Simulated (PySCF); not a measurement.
HScS, singlet: structure and spectrum

Computed with PBE0/[Sc def2-TZVP, S def2-TZVP, H def2-TZVP], no relativity, density fitting, PySCF.

The structure is a higher-order saddle point with 2 imaginary modes (one degenerate set).

```xyz
3
charge 0 multiplicity 1, angstrom
Sc    0.0000    0.0000    0.8627
S     0.0000    0.0000   -1.3012
H     0.0000    0.0000    2.7985
```

| Property | Result |
| --- | --- |
| Point group | C∞v |
| Bond lengths | Sc–H 1.936 Å, Sc–S 2.164 Å |
| Bond angles | H–Sc–S 180.0° |
| Principal polarisabilities | 43.9, 43.9, 81.8 bohr³ |
| Rotational constants | 0.1765 cm⁻¹ |
| Zero-point energy (real modes) | 11.7 kJ/mol |
| Highest occupied level | -6.47 eV |
| Atomisation energy without zero-point energy | 706 kJ/mol |
| Dipole moment | 2.24 D |
| Lowest empty level | -2.87 eV |
| Principal quadrupole moments (Buckingham, traceless) about the centre of mass | -19.64, 9.82, 9.82 D Å |

Harmonic modes (masses in u: Sc 44.956, S 31.972, H 1.008):
| symmetry | ω (cm⁻¹) | IR (km/mol, summed over degenerate members) | type |
| --- | --- | --- | --- |
| π | 328i | – | bend |
| σ+ | 567 | 110 | stretch |
| σ+ | 1397 | 633 | stretch |

In C∞v the vibrations span π + 2σ+.

Charges (e):
| atom | Mulliken | Löwdin | polar tensor | Mayer order to Sc1 |
| --- | --- | --- | --- | --- |
| Sc1 | 0.74 | 0.27 | 1.69 | – |
| S2 | -0.52 | -0.02 | -0.98 | 2.27 |
| H3 | -0.21 | -0.24 | -0.71 | 0.92 |

Mulliken populations on Sc1: s 6.40, p 12.51, d 1.32, f 0.02.

Stability towards spin polarisation was not tested. Only a few start shapes were tried, so a lower isomer may exist. At this level a singlet minimum of Cs symmetry lies 33 kJ/mol below this structure.

The final relaxation and frequency run took of the order of 4 core-minutes on a shared host.
